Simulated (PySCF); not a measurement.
Compound: C₄H₅BCl₂.
SMILES with atom numbers: `[CH3:1][CH:2]=[C:3]=[CH:4][B:5]([Cl:6])[Cl:7]` (hydrogens: H8, H9, H10 on C1; H11 on C2; H12 on C4)

Level: B3LYP/def2-SVPD in PySCF, non-relativistic, on one gas-phase PBE0-D3(BJ)/def2-SVP geometry that isn't relaxed in the solvent. The solvent is an IEF-PCM continuum (cavity from Bondi-type radii × 1.2), and excitations are vertical TDDFT with non-equilibrium linear response and a frozen core. Only the electrostatic response of the medium enters.

Gas-phase singlets (H = HOMO, L = LUMO):

| state | E (eV) | λ (nm) | f | leading configurations |
| --- | --- | --- | --- | --- |
| S1 | 4.058 | 306 | 0.000 | H→L 99% |
| S2 | 5.334 | 232 | 0.000 | H-2→L 99% |
| S3 | 5.495 | 226 | 0.400 | H-1→L 95% |
| S4 | 5.760 | 215 | 0.000 | H-4→L 98% |
| S5 | 6.238 | 199 | 0.104 | H-3→L 96% |

Task: How does the list change in tetrahydrofuran (ε = 7.426)?

Result: 
```tsv
state	E (eV)	λ (nm)	f	leading configurations	change by rank (eV)
S1	3.953	314	0.000	H→L 99%	-0.105
S2	5.324	233	0.527	H-1→L 96%	-0.010
S3	5.504	225	0.000	H-2→L 99%	+0.009
S4	5.894	210	0.000	H-3→L 97%	+0.134
S5	6.347	195	0.126	H-4→L 96%	+0.109
```

Task: The ground-state energy changes by -0.091 eV from gas to tetrahydrofuran. By how much does the total energy of gas-phase S1 change?

Result: E(S1) = E(S0) + excitation energy, so it changes by -0.091 − 0.105 = -0.196 eV: it is lowered more than the ground state, which is what a red shift means. This is the vertical state, with the slow part of the continuum still set for S0.

Task: How do the frontier levels move from gas to tetrahydrofuran?

Result: 
```json
{"orbital": "LUMO+2", "gas (eV)": "0.02", "solvent (eV)": "0.04", "change (eV)": "+0.02"}
{"orbital": "LUMO+1", "gas (eV)": "-0.14", "solvent (eV)": "0.01", "change (eV)": "+0.15"}
{"orbital": "LUMO", "gas (eV)": "-2.16", "solvent (eV)": "-2.11", "change (eV)": "+0.05"}
{"orbital": "HOMO", "gas (eV)": "-7.46", "solvent (eV)": "-7.31", "change (eV)": "+0.15"}
{"orbital": "HOMO-1", "gas (eV)": "-8.01", "solvent (eV)": "-7.91", "change (eV)": "+0.10"}
{"orbital": "HOMO-2", "gas (eV)": "-8.63", "solvent (eV)": "-8.77", "change (eV)": "-0.14"}
{"orbital": "HOMO-3", "gas (eV)": "-9.08", "solvent (eV)": "-9.21", "change (eV)": "-0.13"}
```

The HOMO–LUMO gap goes from 5.30 to 5.19 eV. Rows go by rank; for LUMO+1 and LUMO+2 the atom shares or the degeneracy differ between the runs, so the row needn't follow one orbital.

Hardware: an Arm Neoverse V2 with one thread, shared host with 96 logical CPUs at a one-minute load of 30. Cost: 17 s wall, 0.92 GiB resident at most. This is the whole response run at B3LYP/def2-SVPD in tetrahydrofuran, SCF included.

Shape of the structure used: `[CH3:1][CH:2]=[C:3]=[CH:4][B:5]([Cl:6])[Cl:7]`: C3–C4–B5–Cl6 -1°.
